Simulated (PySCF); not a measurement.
SMILES N([Si](O)(C)O)[Si](C)(O)O (C2H11NO4Si2), GFN2-xTB optimised geometry.

```
20

Si     1.00    -0.91     0.00
C      2.90    -0.91     0.00
O      0.39    -1.69     1.31
O      0.38    -1.74    -1.26
N      0.43     0.71     0.00
Si    -1.26     1.13     0.18
C     -2.24     0.93    -1.43
O     -1.40     2.68     0.62
O     -1.83     0.21     1.41
H      3.28    -1.91     0.21
H      3.29    -0.61    -0.97
H      3.31    -0.24     0.74
H      0.61    -1.36     2.18
H      0.29    -2.68    -1.21
H      0.98     1.37    -0.52
H     -2.05     1.75    -2.10
H     -3.31     0.90    -1.24
H     -1.96     0.01    -1.93
H     -1.25     2.92     1.53
H     -1.55    -0.70     1.42
```

Density from PBE0/def2-SVP (PySCF 2.14.0) at that geometry.

Minimum of the electron density along straight lines between bonded atoms, close to the bond critical point (lines longer than 1.1 times the sum of covalent radii, or with two minima, are not listed):

```csv
bond,length / Å,ρ at the minimum / e bohr⁻³,∇²ρ there / e bohr⁻⁵,position (fraction from the first atom)
Si1–C2,1.894,0.115,0.32,0.38
Si1–O3,1.647,0.124,1.01,0.41
Si1–O4,1.629,0.130,1.08,0.41
Si1–N5,1.723,0.124,0.73,0.40
N5–Si6,1.746,0.118,0.68,0.60
Si6–C7,1.893,0.116,0.32,0.38
Si6–O8,1.626,0.131,1.10,0.41
Si6–O9,1.632,0.130,1.06,0.41
C2–H10,1.085,0.271,-0.97,0.62
C2–H11,1.084,0.272,-0.97,0.62
C2–H12,1.084,0.272,-0.97,0.62
O3–H13,0.953,0.357,-2.49,0.82
O4–H14,0.954,0.356,-2.44,0.82
N5–H15,1.005,0.329,-1.50,0.76
C7–H16,1.084,0.272,-0.97,0.62
C7–H17,1.085,0.272,-0.97,0.62
C7–H18,1.085,0.273,-0.98,0.63
O8–H19,0.953,0.356,-2.44,0.82
O9–H20,0.956,0.352,-2.53,0.82
```
